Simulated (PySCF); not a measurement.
A structure optimised at B3LYP-D3(BJ)/def2-TZVPD, used in a PySCF frequency run:

```xyz
2

Na     0.0000     0.0000    -0.8710
F      0.0000     0.0000     1.0646
```
Charge 0, spin multiplicity 1.

### Question
Write its SMILES, formula and point group.

### Answer
[F][Na], FNa, C∞v

### Question
What are its rotational constants (standard atomic weights)?

### Answer
12.968 GHz (linear rotor, B only)
